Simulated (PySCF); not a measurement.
H5ClSi2, SMILES [SiH3][SiH2]Cl, PBE/def2-SVP optimised geometry.

```
8

Si     1.24    -0.29     0.00
Si    -1.11    -0.29     0.00
Cl    -1.76     1.70     0.00
H      1.74     0.42     1.23
H      1.76    -1.70     0.00
H      1.74     0.42    -1.23
H     -1.67    -0.97    -1.22
H     -1.67    -0.97     1.22
```

Density from PBE/def2-TZVP (PySCF) at that geometry.

Minimum of the electron density along straight lines between bonded atoms, close to the bond critical point (lines longer than 1.1 times the sum of covalent radii, or with two minima, are not listed):

```
bond     length / Å  ρ at the minimum / e bohr⁻³  ∇²ρ there / e bohr⁻⁵  position (fraction from the first atom)
-------  ----------  ---------------------------  --------------------  ---------------------------------------
Si1–Si2       2.353                        0.092                 -0.15                                     0.48
Si2–Cl3       2.094                        0.092                  0.17                                     0.37
Si1–H4        1.504                        0.116                  0.13                                     0.49
Si1–H5        1.507                        0.115                  0.13                                     0.49
Si1–H6        1.504                        0.116                  0.13                                     0.49
Si2–H7        1.504                        0.118                  0.11                                     0.49
Si2–H8        1.504                        0.118                  0.11                                     0.49
```
